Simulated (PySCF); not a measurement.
**A survey of ¹⁵N NMR shifts**

[PySCF 2.14.0 with density-fitted response routines: shieldings: GIAO PBE0/pcSseg-1; GFN2-xTB structure; single conformer; isolated molecule; non-relativistic; one averaged value for each set of equivalent atoms]

Shieldings were converted by a linear fit to measured shifts: ¹⁵N: δ = -148.07 − 0.921σ (rms 6.3 ppm, 71 shifts vs CH3NO2, solution or neat liquid). Occasional misses reach two or three times the rms, and more in compound classes unlike the fitted ones.

**Question.** Give the ¹⁵N shifts of `N#C[Si@@H]1[C@@H](C=O)C[Si@@H]1C[SiH3]`, `Cn1ccnc1`, `N#CCC[Si@H](C#C[SiH3])O[SiH3]`, `C=C(C)O[Si@@H]1[SiH2]C[Si@H]1C#N`.

**Answer.** 
| compound | environment | δ (ppm) |
| --- | --- | --- |
| N#C[Si@@H]1[C@@H](C=O)C[Si@@H]1C[SiH3] | nitrile nitrogen | -52.9 |
| [CH3:1][n:2]1[cH:3][cH:4][n:5][cH:6]1 | N5: pyridine-type nitrogen of an azole | -113.7 |
| [CH3:1][n:2]1[cH:3][cH:4][n:5][cH:6]1 | N2: pyrrole-type ring nitrogen | -225.4 |
| N#CCC[Si@H](C#C[SiH3])O[SiH3] | nitrile nitrogen | -120.0 |
| C=C(C)O[Si@@H]1[SiH2]C[Si@H]1C#N | nitrile nitrogen | -52.1 |
